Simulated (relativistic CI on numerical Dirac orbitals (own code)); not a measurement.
# d1 to d9 in one octahedral field

Computed with a parametric ligand-field model without spin-orbit coupling, by exact diagonalisation: B = 360, C = 1730, 10Dq = 30000 cm⁻¹ (Oh; |10Dq|/B = 83.3) for every shell. Energies in cm⁻¹; the field energy is (0.6 n_e − 0.4 n_t2) × 10Dq of the ground term; g labels are left out. So small a B with so large a field is typical of 4d and 5d ions, where spin-orbit coupling, left out here, reaches 1,000 to 4,000 cm⁻¹.

```tsv
Shell	Ground term	Electrons in e	Field energy	First spin-allowed bands	Lowest term of other spin
d1	2T2	0.000	-12000	2E 30000	
d2	3T1	0.004	-23875	3T2 29060, 3T1 33520	1T2 5707
d3	4A2	0.000	-36000	4T2 30000, 4T1 34147	2E 8149
d4	3T1	0.008	-47768	3E 28241, 3T1 28681	1T2 5164
d5	2T2	0.015	-59545	2A2 27662, 2T1 27786	4T1 21731
d6	1A1	0.013	-71618	1T1 28611, 1T2 33976	3T1 25030
d7	2E	1.008	-53765	2T1 28527, 2T2 29002	4T1 21777
d8	3A2	2.000	-36000	3T2 30000, 3T1 34147	1E 6314
d9	2E	3.000	-18000	2T2 30000
```

Low spin: d4, d5, d6, d7; the other shells keep the spin of the free ion. Only d4 to d7 can choose; the field needed to pair spins is smallest for d6 and largest for d5, which loses most exchange energy. In the strong-field picture 10Dq must exceed about 6B + 5C = 10810 (d4), 7.5B + 5C = 11350 (d5), 2.5B + 4C = 7820 (d6) and 4B + 4C = 8360 (d7); mixing of terms shifts these bounds somewhat.
